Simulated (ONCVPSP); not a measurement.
**PBE ONCV dataset for K, scalar-relativistic all-electron reference.**

ONCVPSP 4.0.1 input, shortened (lines: element, Z, core and valence counts, functional; n l f; lmax; l rc ep ncon nbas qcut; lloc lpopt rc5 dvloc0; l nproj debl; icmod fcfact rcfact), PBE, scalar-relativistic:

```
  K 19.00    5    2        4      upf
    1    0    2.00
    2    0    2.00
    2    1    6.00
    3    0    2.00
    3    1    6.00
    3    2    0.50
    4    0    0.50
    2
    0    3.80    0.00    4    9    1.40
    1    3.45    0.11    4    7    2.50
    2    4.00    0.00    4    9    2.20
    4    5    3.40    6.00
    0    1    3.60
    1    3    1.00
    2    2    1.40
    3    6.00    1.15
```

All-electron outer shells of the reference configuration (PBE, scalar-relativistic, ld1.x):

```csv
shell,level (eV),outermost node (bohr),outermost maximum (bohr)
3p,-19.82,0.45,1.15
4s,-2.87,1.58,3.93
3d,-0.38,–,7.81
```

Results:

* Cutoffs needed: 3.0 Ha and 17 Ha (the cutoffs (Ha) at which the residual kinetic energy of the hardest occupied pseudo-wave falls to 1 and 0.1 mHa per electron) The cutoffs count occupied waves only; projector 2 of the d channel, the hardest unoccupied one, needs 28 Ha at the loose tolerance.
* Ghost test: ghosts flagged at negative energy: p at -65.0 eV, d at -50.7 eV (a further GHOST(-) flag falls on a real empty level of the atom); no localised positive-energy state flagged; a true bound ghost makes a file unfit for plane-wave use
* Configuration tests: 2 of 4 tests not solved or not reliable
* rms error of d²Exc/dni dnj: 10.79 mHa without and 8.39 mHa with the model core

Generation and tests took about 5.6 s on one core of a shared server CPU.
